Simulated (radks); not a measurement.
The mean radii <r> (bohr) of the occupied orbitals of an atom or ion are listed with their occupations. Method: Dirac Kohn-Sham, PBE, spin-unpolarised, spherical densities, finite nucleus; Fermi nuclear charge, rms radius of each element as measured or else 0.836 A^(1/3) + 0.57 fm; computed with a radial shooting solver on a logarithmic mesh with Libxc functionals.

| orbital | occ. | <r> |
|---|---|---|
| 1s1/2 | 2 | 0.04860 |
| 2s1/2 | 2 | 0.2175 |
| 2p1/2 | 2 | 0.1883 |
| 2p3/2 | 4 | 0.1918 |
| 3s1/2 | 2 | 0.6342 |
| 3p1/2 | 2 | 0.6443 |
| 3p3/2 | 4 | 0.6533 |
| 3d3/2 | 2.8 | 0.6759 |
| 3d5/2 | 4.2 | 0.6790 |

Name the element and its charge. Open shells, if any, are shared by 2j + 1.

Answer. Z = 31, gallium, charge +6: Ga6+ in [Ar] 3d7. The 1s radius gives Z: for a bare nucleus <r> = (2 gamma + 1)/(2Z) with gamma = sqrt(1 - (Z/c)^2), 0.04755 bohr for Z = 31, and screening makes it slightly larger (0.04860 here). The occupations add up to 25, and the charge is Z minus that.
